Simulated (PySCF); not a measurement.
## The first ionisation energy along group 10

All values are computed (PySCF 2.14, energy differences of UHF-based or UKS calculations, no spin-orbit coupling). Values in eV. The last column holds reference values (NIST; (s) semi-empirical, (t) theoretical, else measured). Unmarked ones compare directly (S terms, centres of terms, or small fine structure); those marked * lie between the lowest fine-structure levels and include a spin-orbit shift.

```tsv
element	configurations	UHF	MP2 (valence and next inner shell)	SCS-MP2 (valence and next inner shell)	CCSD(T) (valence and next inner shell)	PBE0	BP86	reference
Ni (def2-TZVPPD, non-relativistic)	[Ar] 3d8 4s2 → [Ar] 3d9	7.715	5.892	6.225	7.099	7.238	7.302	7.640 *
Pd (def2-TZVPPD with the def2 core potential (28 electrons), ECP)	[Kr] 4d10 → [Kr] 4d9	6.225	8.538	8.237	8.043	8.327	8.844	8.512
Pt (def2-TZVPPD with the def2 core potential (60 electrons), ECP)	[Xe] 4f14 5d9 6s1 → [Xe] 4f14 5d9	7.576	9.060	8.812	8.809	9.051	9.498	8.959 *
```

"Valence" correlates the outer s and p shells and, in groups 3 to 12 and the f block, the outer d or f shell, open or full, or the next shell where the ion has no valence electron left; the wider scheme adds the next inner shell.
